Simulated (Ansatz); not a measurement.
These are frozen-core CCSD(T)/cc-pVTZ // B3LYP-D3(BJ)/def2-TZVP (Ansatz, a first-principles code) values and carry that method's errors.

Ansatz 0.2 input:
```yaml
crystal:
  periodic: [false, false, false]
  atoms:
    - { symbol: C, position_ang: [-1.240713, -0.072632, -0.321888] }
    - { symbol: Ga, position_ang: [0.666551, 0.038127, 0.162396] }
    - { symbol: S, position_ang: [1.865004, -1.678034, 0.902481] }
    - { symbol: S, position_ang: [1.853354, 1.912016, 0.05575] }
    - { symbol: H, position_ang: [-1.446099, 0.547455, -1.194058] }
    - { symbol: H, position_ang: [-1.843103, 0.293051, 0.511216] }
    - { symbol: H, position_ang: [-1.526798, -1.101603, -0.535252] }
    - { symbol: H, position_ang: [0.844554, -2.548829, 0.818427] }
    - { symbol: H, position_ang: [0.826779, 2.646348, -0.40656] }
basis:
  gaussian: { orbitals: cc-pVTZ }
correlation:
  method: ccsd_t
```

Output:

```
Functional definition: HF
1222 factors; integrals over basis functions are off by at most 1.1e-3 eV
mean field evaluation 1: about -75080.9036 eV, gradient 2.9e1 eV
mean field evaluation 2: about -75081.0327 eV, gradient 2.9e1 eV
mean field evaluation 4: about -75083.5079 eV, gradient 3.0e0 eV
mean field evaluation 8: about -75083.5553 eV, gradient 2.4e-1 eV
mean field evaluation 16: about -75082.9765 eV, gradient 1.2e1 eV
mean field -75083.55567610 eV, -2759.2697776347 hartree, gradient 8.8e-6 eV, S^2 0.000000; 0 other end points of the search recorded, 0 dependent functions left out
20 core orbitals not correlated
reference -75083.55567610 eV, -2759.2697776347 hartree; 17, 17 occupied and 174, 174 virtual orbitals, 1222 factors
second order -18.84857122 eV of doubles, -0.00000000 eV of singles
cycle   1  -19.57526004 eV  change   -7.3e-1 eV  update   1.0e-1
cycle   2  -20.11792896 eV  change   -5.4e-1 eV  update   2.9e-2
cycle   3  -20.20458436 eV  change   -8.7e-2 eV  update   1.4e-2
cycle   4  -20.19990641 eV  change    4.7e-3 eV  update   3.3e-3
cycle   5  -20.19868830 eV  change    1.2e-3 eV  update   1.3e-3
cycle   6  -20.19816997 eV  change    5.2e-4 eV  update   4.0e-4
cycle   7  -20.19812051 eV  change    4.9e-5 eV  update   1.4e-4
cycle   8  -20.19816706 eV  change   -4.7e-5 eV  update   4.5e-5
cycle   9  -20.19816728 eV  change   -2.2e-7 eV  update   1.6e-5
perturbative correction -0.95411861 eV, -0.0350632120 hartree
Total energy: -75104.70796199 eV, -2760.0471098035 hartree
```

Cost: about 2.7 core-minutes (a rough figure).
